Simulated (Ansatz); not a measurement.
Computed with Ansatz on PBE0-D4/def2-TZVP structures; ΔE is electronic, products minus reactants. CCSD(T)/CBS is the MP2 limit (def2-TZVPP, def2-QZVPP) plus CCSD(T) − MP2 in def2-TZVPP, frozen cores. Functionals use def2-TZVPP. B3LYP here is the variant with VWN-RPA as its local correlation; programs differ in this. One conformer a species, not always the lowest.

Reaction (ligand exchange at the Si–N bond): `F[SiH](F)N[SiH](Cl)Cl` + `O[SiH2]O` → `O[SiH2]O[SiH](F)F` + `N[SiH](Cl)Cl`

| level | ΔE (kJ/mol) | difference from CCSD(T)/CBS |
| --- | --- | --- |
| PBE-D4 | -51.6 | 7.3 |
| r2SCAN-D4 | -58.8 | 0.1 |
| PBE0-D4 | -55.1 | 3.8 |
| ωB97X-V | -58.2 | 0.7 |
| PBE | -55.2 | 3.7 |
| r2SCAN | -59.7 | -0.8 |
| PBE0 | -58.3 | 0.6 |
| B3LYP | -65.8 | -6.9 |
| MP2/def2-TZVPP | -57.3 | 1.6 |
| SCS-MP2/def2-TZVPP | -60.6 | -1.7 |
| CCSD/def2-TZVPP | -61.2 | -2.3 |
| CCSD(T)/def2-TZVPP | -58.3 | 0.6 |
| MP2/def2-QZVPP | -58.3 | 0.6 |
| SCS-MP2/def2-QZVPP | -61.6 | -2.7 |
| MP2/CBS(def2) | -57.9 | 1.0 |
| CCSD/CBS(def2) | -61.7 | -2.8 |
| CCSD(T)/CBS | -58.9 | 0 |

Largest T1 diagnostic among the species: 0.012.

The D4 term adds +5.9 kJ/mol with B3LYP and +3.2 kJ/mol with PBE0; it sums over pairs of atoms, weighted by their polarisabilities, and B3LYP, whose exchange is more repulsive, gets the larger term. In def2-TZVPP, CCSD(T) changes the Hartree–Fock value by +18.1 kJ/mol (the triples alone add +2.9 kJ/mol) and MP2 by +19.1 kJ/mol. From PBE to PBE0 (25 % exact exchange), in def2-TZVPP and without D4, ΔE moves by −3.1 kJ/mol.
